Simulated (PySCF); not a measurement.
Species: CH8N2Si2.
SMILES with atom numbers: `[CH2:1]=[N:2][SiH2:3][NH:4][SiH3:5]` (hydrogens: H6, H7 on C1; H8, H9 on Si3; H10 on N4; H11, H12, H13 on Si5)

Structure used (PBE0-D3(BJ)/def2-SVP), in Å, numbered top down from 1:
```xyz
13
CH8N2Si2 angstrom
C      2.5843   -0.3244    0.4101
N      1.7482   -0.4523   -0.5258
Si     0.4392    0.6827   -0.8367
N     -1.1056   -0.0977   -0.7841
Si    -2.1232   -0.3680    0.6036
H      3.3858   -1.0731    0.5607
H      2.5902    0.5172    1.1395
H      0.4425    1.7800    0.1857
H      0.6669    1.2125   -2.2106
H     -1.3693   -0.5907   -1.6337
H     -3.5272    0.0801    0.3471
H     -2.1822   -1.8089    1.0054
H     -1.5440    0.4252    1.7275
```

Level of theory: PySCF 2.14.0, PBE0-D3(BJ)/def2-SVP geometry optimisation, gas phase.

Masses are those of the commonest isotopes; rigid-rotor values at the optimised geometry. The values belong to one conformer with, in the numbering `[CH2:1]=[N:2][SiH2:3][NH:4][SiH3:5]`, C1–N2–Si3–N4 -122°, N2–Si3–N4–Si5 87°.

(1) Give the principal moments of inertia and the rotational constants in cm⁻¹.

(2) Classify the top.

(3) Is it planar, by Δ = Ic − Ia − Ib?

(4) Where do the levels up to J = 3 lie, in K?

(5) Which lines would a microwave search look for?

(6) Estimate the classical rotational partition function at 25 K, 100 K and 298.15 K.

Answers

(1) Ia = 79.35, Ib = 334.69, Ic = 379.40 u·Å²; 505379 MHz·u·Å²/I gives 6369, 1510 and 1332 MHz, that is A = 0.21245, B = 0.05037, C = 0.04443 cm⁻¹.

(2) A near-prolate asymmetric top: κ = (2 × 1510 − 6369 − 1332)/(6369 − 1332) = -0.93.

(3) Not planar: Δ = Ic − Ia − Ib = -34.64 u·Å². For a rigid frame Δ = −2 Σ m c², so Σ m c² = 17.32 u·Å² lies off the ab plane: 9.21 from hydrogen and 8.11 from heavier atoms. The atom farthest from that plane is 1.73 Å away.

(4) Above 0(0,0), as E/k:
J = 1: 1(0,1) 0.136, 1(1,1) 0.370, 1(1,0) 0.378
J = 2: 2(0,2) 0.409, 2(1,2) 0.634, 2(1,1) 0.659, 2(2,1) 1.359, 2(2,0) 1.359
J = 3: 3(0,3) 0.817, 3(1,3) 1.030, 3(1,2) 1.081, 3(2,2) 1.768, 3(2,1) 1.769, 3(3,1) 2.956, 3(3,0) 2.956
The levels of one J sum to (2J + 1)J(J + 1)(A + B + C)/3.

(5) The dipole components are |μa| = 0.17 D, |μb| = 0.21 D, |μc| = 0.31 D. Intensities carry the squares of the components, which stand as 0.30 : 0.49 : 1.00 (a : b : c). Some of the stronger lines:

```
type  branch         J(Ka,Kc)    MHz  lower level (cm⁻¹)
   a       Q  2(1,1) ← 2(1,2)    534               0.441
   b       R  2(0,2) ← 1(1,1)    820               0.257
   a       R  1(0,1) ← 0(0,0)   2842               0.000
   c       Q  2(1,2) ← 2(0,2)   4686               0.284
   c       Q  1(1,1) ← 1(0,1)   4859               0.095
   b       Q  1(1,0) ← 1(0,1)   5037               0.095
   b       Q  2(1,1) ← 2(0,2)   5220               0.284
   a       R  2(1,2) ← 1(1,1)   5506               0.257
   a       R  2(0,2) ← 1(0,1)   5679               0.095
   a       R  2(1,1) ← 1(1,0)   5862               0.263
   b       R  1(1,1) ← 0(0,0)   7701               0.000
   c       R  1(1,0) ← 0(0,0)   7879               0.000
   b       R  2(1,2) ← 1(0,1)  10365               0.095
   c       R  2(1,1) ← 1(0,1)  10899               0.095
   c       Q  2(2,1) ← 2(1,1)  14577               0.458
   b       Q  2(2,0) ← 2(1,1)  14582               0.458
   b       Q  2(2,1) ← 2(1,2)  15111               0.441
   b       R  2(2,1) ← 1(1,0)  20439               0.263
   c       R  2(2,0) ← 1(1,0)  20444               0.263
   c       R  2(2,1) ← 1(1,1)  20617               0.257
   b       R  2(2,0) ← 1(1,1)  20622               0.257
```

(6) Point group C1, symmetry number σ = 1; q = (√π/σ)·√((kT/h)³/(ABC)), k/h = 20836.6 MHz/K: 5890 at 25 K, 47100 at 100 K, 242000 at 298.15 K.

Stationary, but not proved a minimum. Constants of a rigid frame at the computed geometry: no zero-point averaging, no centrifugal distortion. A rigid rotor knows nothing of internal rotation, which can split or shift real lines. Quadrupole hyperfine structure (14N) is left out.
